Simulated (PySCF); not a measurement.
Computed with PBE-D3(BJ)/def2-TZVP // B3LYP-D3(BJ)/def2-TZVP (PySCF 2.14.0). All species are isolated molecules in the gas phase. Excitations are Tamm–Dancoff values on a coarser integration grid. The basis has no diffuse functions, so Rydberg states are missing or too high.

Reference species (SMILES): `[F][Ge]([Cl])([Cl])[Cl]` (neutral, multiplicity 1).

```yaml
S1 oscillator strength: 0.000
HOMO: -8.35 eV
S1 excitation (TDA): 5.24 eV
LUMO: -3.28 eV
```

After one change: the S1 oscillator strength stays essentially unchanged; the HOMO decreases by 2.13 eV; the S1 excitation (TDA) increases by 2.34 eV; the LUMO rises by 0.23 eV.

Task: Name the change that produced these shifts. The new species is one of these.
A) `[F][Ge]([F])([F])[Cl]`
B) `[Cl][Ge]([Cl])([Cl])[Cl]`
C) `[F][Ge]([F])([Cl])[Cl]`
D) `[F][Ge]([F])([F])[F]`

Result: D, `[F][Ge]([F])([F])[F]`
